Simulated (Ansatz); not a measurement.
Saddle point of SiNH₇F₂, singlet (SiNH₅ ([NH2][SiH3]) + HF + HF → SiNH₄F ([NH2][SiH2][F]) + HF + H₂; bonds formed: Si1–F7, H2–H8, H6–F9; bonds broken: Si1–H2, H6–F7, H8–F9), PBE0-D4/def2-TZVP structure:

| atom | x (Å) | y (Å) | z (Å) |
| --- | --- | --- | --- |
| Si1 | -0.3309 | -0.6762 | 0.0888 |
| H2 | 1.1531 | -0.3659 | 0.7948 |
| H3 | -0.0889 | -1.5975 | -1.0395 |
| H4 | -0.4735 | -1.5853 | 1.2741 |
| N5 | -1.6787 | 0.3058 | 0.3528 |
| H6 | 1.3285 | 0.9332 | -0.9969 |
| F7 | 0.2211 | 0.7144 | -1.1761 |
| H8 | 1.7471 | 0.1434 | 0.2820 |
| F9 | 2.3397 | 0.8912 | -0.4983 |
| H10 | -2.3013 | 0.1288 | 1.1204 |
| H11 | -1.9163 | 1.1082 | -0.2020 |

Energies are electronic, without zero-point energy. Barriers and step energies count from the start structure reached by relaxing down the imaginary mode; all methods use the PBE0-D4 structures, on which another method's saddle can fall below an end. Ansatz 0.2.0; basis: def2-TZVPP, with def2-QZVPP for the basis limit; cores frozen in the correlated methods. B3LYP uses VWN-RPA correlation. Extrapolation: Hartree–Fock as exp(−7.88 √X), correlation as X^−2.97.

```json
{"method": "SPW92", "barrier (kcal/mol)": "7.91", "step energy (kcal/mol)": "-21.37"}
{"method": "PBE-D4", "barrier (kcal/mol)": "18.45", "step energy (kcal/mol)": "-24.72"}
{"method": "BLYP-D4", "barrier (kcal/mol)": "?", "step energy (kcal/mol)": "-27.60"}
{"method": "r2SCAN-D4", "barrier (kcal/mol)": "?", "step energy (kcal/mol)": "-28.08"}
{"method": "B97M-V", "barrier (kcal/mol)": "24.56", "step energy (kcal/mol)": "-27.88"}
{"method": "PBE0-D4", "barrier (kcal/mol)": "23.42", "step energy (kcal/mol)": "-25.49"}
{"method": "B3LYP-D4", "barrier (kcal/mol)": "25.14", "step energy (kcal/mol)": "-27.92"}
{"method": "r2SCAN0-D4", "barrier (kcal/mol)": "23.48", "step energy (kcal/mol)": "-27.98"}
{"method": "BHLYP-D4", "barrier (kcal/mol)": "30.41", "step energy (kcal/mol)": "-29.09"}
{"method": "CAM-B3LYP-D4", "barrier (kcal/mol)": "24.64", "step energy (kcal/mol)": "-28.27"}
{"method": "wB97X-V", "barrier (kcal/mol)": "25.78", "step energy (kcal/mol)": "-28.22"}
{"method": "wB97M-V", "barrier (kcal/mol)": "24.99", "step energy (kcal/mol)": "-28.52"}
{"method": "B2PLYP", "barrier (kcal/mol)": "26.62", "step energy (kcal/mol)": "-28.77"}
{"method": "PBE-QIDH", "barrier (kcal/mol)": "26.48", "step energy (kcal/mol)": "-27.38"}
{"method": "RPA on PBE", "barrier (kcal/mol)": "27.60", "step energy (kcal/mol)": "-28.42"}
{"method": "HF", "barrier (kcal/mol)": "45.12", "step energy (kcal/mol)": "-31.93"}
{"method": "MP2", "barrier (kcal/mol)": "?", "step energy (kcal/mol)": "-29.29"}
{"method": "CCSD", "barrier (kcal/mol)": "31.27", "step energy (kcal/mol)": "-28.55"}
{"method": "CCSD(T)", "barrier (kcal/mol)": "28.45", "step energy (kcal/mol)": "-28.25"}
```

Task: Fill in the withheld barriers. (An estimate is asked for; the value comes from the calculation.)

Result: Computed: r2SCAN-D4 19.25; MP2 26.79; BLYP-D4 21.78 kcal/mol. Each is the energy of the saddle less that of the start structure, by the same method.

For comparison, the barrier by CCSD(T) at an estimated basis limit (MP2 extrapolated from triple and quadruple zeta, plus CCSD(T) − MP2 in triple zeta) is 28.41 kcal/mol.

No T1 diagnostic of these runs exceeds 0.012.

Labels in which every atom is bracketed show which atoms are joined, not bond orders.

For scale, one of the runs: CCSD(T)/def2-TZVPP, 233 basis functions, launched by `ansatz run in.yaml --threads 4 --pin off --events-out ev --progress --plain --max-ram 9574MiB`. The run took 2.3 min on 4 CPU threads of an Intel Xeon (shared host), with 4.3 GiB of host memory at its peak.
